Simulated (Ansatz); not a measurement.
This geometry of BBrHO (4 atoms, charge 0, multiplicity 2) is a first-order saddle point.

All numbers below come from UKS LDA/def2-SVP (Ansatz).

```xyz
4
Properties=species:S:1:pos:R:3
O -0.089 0.868 -0.161
B -0.497 -0.269 0.378
Br 0.653 -1.723 0.873
H -0.011 1.063 -1.110
```

(1) Which two structures does it join? (They come from a converged band through this point; their orientation in space is the band's.)

(2) How far does it lie above each of them?

Results:

(1) No bond is made or broken. The dihedral H4–O1–B2–Br3 goes from -180 to 0°.

Image 0:

```xyz
4
Properties=species:S:1:pos:R:3
O 0.155 0.569 -0.590
B -0.297 -0.202 0.393
Br 0.610 -1.772 0.944
H -0.413 1.344 -0.767
```

Image 8:

```xyz
4
Properties=species:S:1:pos:R:3
O -0.477 0.839 -0.304
B -0.519 -0.170 0.546
Br 0.764 -1.578 0.663
H 0.288 0.849 -0.926
```

(2) 0.38 eV above the first and 0.35 eV above the second. This is the barrier of this one path; another mechanism may lie lower.

The run took 3.3 min on 1 thread of Intel(R) Xeon(R) Processor @ 2.50GHz (Skylake/Cascade Lake), with other jobs on the host, peak memory 0.13 GiB.
